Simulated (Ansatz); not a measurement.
A nudged elastic band was laid between two geometries of CH6AlGaOSi (11 atoms, charge 0, multiplicity 1).

Method: Ansatz, RKS revPBE/def2-SVP.

- movable images: 5
- climbing image: yes
- spring: 5.0 eV/Å²
- optimiser: quadratic models (default)
- start path: through a guess of the saddle point
- force threshold: 0.05 eV/Å
- iteration limit: 60
- end points: relaxed

First end point:

```xyz
11
Properties=species:S:1:pos:R:3
C -0.615 1.189 1.835
Si 0.868 0.421 0.911
Al 0.189 -0.736 -1.183
O 0.946 -1.586 -2.510
Ga -0.907 -1.734 -3.063
H -1.354 0.412 2.116
H -0.268 1.689 2.762
H -1.129 1.944 1.206
H 1.571 -0.583 1.797
H 1.876 1.490 0.560
H -1.178 -2.507 -4.431
```

Last end point:

```xyz
11
Properties=species:S:1:pos:R:3
C -0.581 1.104 1.677
Si 1.329 0.815 1.334
Al 0.514 -0.504 -0.744
O 1.131 -1.408 -2.111
Ga -0.750 -1.564 -2.466
H -1.353 0.688 0.995
H -0.785 0.707 2.695
H -0.733 2.204 1.721
H 1.212 -0.768 0.923
H 1.274 1.091 -0.281
H -1.258 -2.365 -3.743
```

(1) What changes between the two ends?

(2) Give the energies along the band, and the barrier.

(3) What is the geometry of the highest image?

The band took 19 iterations and roughly 9 core-minutes.

Results:

(1) No bond is made or broken.

(2) The run converged. The highest image is number 4 of 0 to 6, 1.29 eV above the first end and 0.34 eV above the last; the last end lies 0.95 eV above the first. A vibrational analysis at the climbing image gives 2 clearly imaginary modes (654i, 64i cm⁻¹): a point of higher order, so a lower path passes nearby.

```json
{"image": "0", "path coordinate (Å)": "0.00", "energy (eV)": "0.00"}
{"image": "1", "path coordinate (Å)": "0.68", "energy (eV)": "0.02"}
{"image": "2", "path coordinate (Å)": "1.37", "energy (eV)": "0.06"}
{"image": "3", "path coordinate (Å)": "2.05", "energy (eV)": "0.50"}
{"image": "4", "path coordinate (Å)": "2.73", "energy (eV)": "1.29"}
{"image": "5", "path coordinate (Å)": "3.31", "energy (eV)": "1.01"}
{"image": "6", "path coordinate (Å)": "3.88", "energy (eV)": "0.95"}
```

(3) 
```xyz
11
Properties=species:S:1:pos:R:3
C -0.650 1.196 1.810
Si 1.110 0.729 1.171
Al 0.293 -0.591 -0.896
O 1.050 -1.465 -2.212
Ga -0.780 -1.760 -2.722
H -1.520 0.740 1.303
H -0.685 0.931 2.887
H -0.740 2.300 1.740
H 1.459 -0.751 1.145
H 1.518 1.285 -0.183
H -1.054 -2.614 -4.043
```

Time of the run: 4.4 min on 2 threads of Arm Neoverse V1, on a shared host, peak memory 0.18 GiB.
